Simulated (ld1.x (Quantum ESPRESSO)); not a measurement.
## Which change was made? (Pr, PAW)

Pr, PAW, made with ld1.x (Quantum ESPRESSO) 7.5 (PBEsol, scalar-relativistic). Core [Kr] 4d10, reference 4f3 5s2 5p6 5d0 6s1.5 6p0 (charge +0.5). Waves: 5s (bound): rcut 2.15, rcutus 2.90 bohr; 6s (bound): rcut 2.15, rcutus 2.90 bohr; 5p (bound): rcut 2.30, rcutus 2.55 bohr; 6p (bound, empty): rcut 2.30, rcutus 2.55 bohr; 5d (bound, empty): rcut 2.20, rcutus 3.00 bohr; 5d channel at 0.5 Ry: rcut 2.20, rcutus 3.00 bohr; 4f (bound): rcut 1.35, rcutus 1.45 bohr; 4f channel at 3.65 Ry: rcut 1.35, rcutus 1.45 bohr. Local part: all-electron potential smoothed inside 1.10 bohr (lloc = -1). Core correction: a·sin(br)/r model core inside 1.10 bohr. Augmentation charge: PSQ, inside the norm-conserving radii.

Cutoffs, loose and tight: the cutoffs (Ry, on a coarse ladder) from which the occupation-weighted sum of valence levels, in a spherical-Bessel basis at the reference potential, stays within 10 and 1 mRy of its value at 400 Ry. They do not see the model core or the augmentation charge, which bear on the density cutoff. Test errors are all-electron minus pseudo excitation energies from the reference, over the configurations 4f3 5s2 5p6 5d0 6s2 6p0; 4f3 5s2 5p6 5d0 6s1 6p0; 4f3 5s2 5p6 5d0 6s0 6p0; 4f3 5s2 5p5 5d0 6s2 6p0; 4f4 5s2 5p6 5d0 6s0 6p0; 4f3 5s2 5p6 5d0 6s0 6p2; 4f3 5s2 5p6 5d0 6s0 6p1; variants that change the core or the reference have their own tests. The largest error is taken over the tests solved by every variant that gives reliable tests at all, those not shown here included: 4f3 5s2 5p6 5d0 6s0 6p0; 4f3 5s2 5p6 5d0 6s1 6p0; 4f3 5s2 5p6 5d0 6s2 6p0.

The base gives: outcome: generated, overlap not positive; bound ghosts: d (s, p not tested, overlap not positive); largest test error (meV): -5.0.

**Question.** After one change the result is: outcome: generated, overlap not positive; bound ghosts: d (s, p not tested, overlap not positive); largest test error (meV): -5.0. Which change was it?
A. type TM; waves now 5p (bound): rc 2.55 bohr; 5d (bound): rc 3.00 bohr; 4f (bound): rc 1.45 bohr; 5s (bound): rc 2.90 bohr; local potential the s channel
B. local potential all-electron potential smoothed inside 1.38 bohr (lloc = -1)
C. all radii but the core radius scaled by about 0.75 (s 2.18, p 1.90, d 2.24, f 1.08 bohr, rcut 1.60/1.72/1.64/1.02); local potential all-electron potential smoothed inside 0.82 bohr (lloc = -1)

**Answer.** B. The others give: type TM; waves now 5p (bound): rc 2.55 bohr; 5d (bound): rc 3.00 bohr; 4f (bound): rc 1.45 bohr; 5s (bound): rc 2.90 bohr; local potential the s channel → outcome: failed: run_pseudo: Errors in PS-KS equation | all radii but the core radius scaled by about 0.75 (s 2.18, p 1.90, d 2.24, f 1.08 bohr, rcut 1.60/1.72/1.64/1.02); local potential all-electron potential smoothed inside 0.82 bohr (lloc = -1) → outcome: generated, overlap not positive; bound ghosts: p, d (s not tested, overlap not positive); largest test error (meV): -4.7. A file whose overlap is not positive is unfit for use, and its test errors describe a broken file.
